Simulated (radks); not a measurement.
Q: All-electron atom: F II in [He] 2s2 2p4. Calculated with a radial shooting solver on a logarithmic mesh with Libxc functionals: scalar-relativistic Kohn-Sham, PBE, spin-unpolarised, spherical densities, finite nucleus; Fermi nuclear charge, rms radius 2.8976 fm. Some entries of the table are withheld. Estimate them.

| orbital | occ. | eigenvalue (hartree) | <r^2> (bohr^2) | <r> (bohr) |
|---|---|---|---|---|
| 1s | 2 | (1) | (2) | 0.1763 |
| 2s | 2 | -1.74146 | 1.114 | (3) |
| 2p | 4 | -1.04032 | 1.244 | 0.9832 |

A: 
(1) 1s eigenvalue (hartree): -25.14104
(2) 1s <r^2> (bohr^2): 0.04196
(3) 2s <r> (bohr): 0.9615
